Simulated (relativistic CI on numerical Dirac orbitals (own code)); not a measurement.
# Slater and spin-orbit integrals, Sn XII

Computed by Dirac-Coulomb-Breit CI, separate exchange-only KLI orbitals for each configuration, model QED, unscaled Slater integrals (own radial code, finite nucleus).

Slater integrals F^k, G^k are unscaled and averaged over j, outside the closed core [Ar] 3d10; ζ comes from projecting the Hamiltonian with its Breit term on Σ l·s of the shell.

- 4s2 4p6 4d3: F^2(4d,4d) = 113470, F^4(4d,4d) = 76498, ζ(4d) = 4718.3 cm⁻¹; <r>(4d) = 0.8983, <r^2>(4d) = 0.923 (bohr units).
- 4s2 4p5 4d4: ζ(4p) = 47242, F^2(4d,4d) = 113610, F^4(4d,4d) = 76589, F^2(4p,4d) = 118830, G^1(4p,4d) = 150820, G^3(4p,4d) = 94813, ζ(4d) = 4722.4 cm⁻¹; <r>(4p) = 0.82, <r^2>(4p) = 0.7601, <r>(4d) = 0.8969, <r^2>(4d) = 0.9204 (bohr units).
- 4s2 4p6 4d2 4f: F^2(4d,4d) = 113610, F^4(4d,4d) = 76576, ζ(4d) = 4768.4, F^2(4d,4f) = 103620, F^4(4d,4f) = 67702, G^1(4d,4f) = 123460, G^3(4d,4f) = 78876, G^5(4d,4f) = 56215, ζ(4f) = 176.45 cm⁻¹; <r>(4d) = 0.8968, <r^2>(4d) = 0.9204, <r>(4f) = 1.033, <r^2>(4f) = 1.237 (bohr units).

**Question.** Give the Racah parameters of the d shell in 4s2 4p6 4d3.

**Answer.** B = F²/49 − 5F⁴/441 = 1448 cm⁻¹ and C = 35F⁴/441 = 6071 cm⁻¹.

Averages of the first 10 configurations, taken without configuration mixing, which lowers the lowest level and can move excited configurations by several eV; other configurations of the list can lie among them:

```
   Configuration  Parity  States  Average energy above the lowest level (eV)
     4s2 4p6 4d3    even     120                                         5.7
     4s2 4p5 4d4     odd    1260                                        80.7
  4s2 4p6 4d2 4f     odd     630                                        84.5
  4s2 4p6 4d2 5s    even      90                                        72.9
      4s 4p6 4d4    even     420                                       134.4
  4s2 4p6 4d2 5p     odd     270                                        90.3
4s2 4p6 4d 4f 5s     odd     280                                       153.1
  4s2 4p6 4d2 5d    even     450                                       116.8
4s2 4p6 4d 5s 5p     odd     120                                       160.7
   4s 4p6 4d3 4f     odd    3360                                       212.6
```
